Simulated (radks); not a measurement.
Charge is removed step by step from the 3d down level of the copper ion Cu3+, starting from [Ar] 3d(up 5, down 3). Calculated with a radial shooting solver on a logarithmic mesh with Libxc functionals: non-relativistic Kohn-Sham, PBE, spin-polarised, spherical densities, point nucleus.

removed (e)  E - E(0) (eV)  eigenvalue (eV)  E minus straight line (eV)
0                    0.000          -47.959                       0.000
0.25                12.622          -53.042                      -1.971
0.5                 26.533          -58.274                      -2.652
0.75                41.771          -63.652                      -2.007
1                   58.371          -69.168                       0.000

Removing the whole electron costs 58.371 eV by Delta-SCF, against 47.959 eV from minus the eigenvalue at the starting occupation. Slater's transition state (half an electron removed) gives 58.274 eV. Integrating minus the eigenvalue over the occupation (Janak's theorem) gives 58.371 eV. The mean slope of the eigenvalue, de/dn, is 21.2 eV per electron. Ionisation energy of Cu3+ in the NIST Atomic Spectra Database: 57.38 eV (semi-empirical).
